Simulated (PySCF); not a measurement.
B(F)(SeH)2 (BFH₂Se₂), SMILES FB([SeH])[SeH].

The structure is a stationary point at PBE-D3(BJ)/def2-SVP. This is a generated structure with no PubChem entry under its InChIKey; it may be hypothetical. The values are those of a single conformer.

All values below come from PySCF 2.14.0 with PBE-D3(BJ)/def2-SVP.

Frequencies are harmonic and unscaled.

Computed vibrational spectrum:
| mode | ν (cm⁻¹) | IR (km/mol) | moving atoms (share of kinetic energy) |
|---|---|---|---|
| 1 | 139 | 0.5 | Se 77 %, F 12 % |
| 2 | 226 | 15.0 | H 97 % |
| 3 | 265 | 2.4 | F 75 %, Se 24 % |
| 4 | 321 | 0.6 | H 87 %, B 10 % |
| 5 | 372 | 1.5 | F 40 %, Se 36 %, B 17 % |
| 6 | 448 | 1.2 | B 78 %, F 11 %, H 10 % |
| 7 | 648 | 24.2 | H 84 %, B 10 % |
| 8 | 711 | 24.0 | H 88 %, F 9 % |
| 9 | 890 | 239.2 | B 81 %, H 13 % |
| 10 | 1265 | 201.9 | B 69 %, F 29 % |
| 11 | 2357 | 7.1 | H 99 % |
| 12 | 2366 | 10.1 | H 99 % |
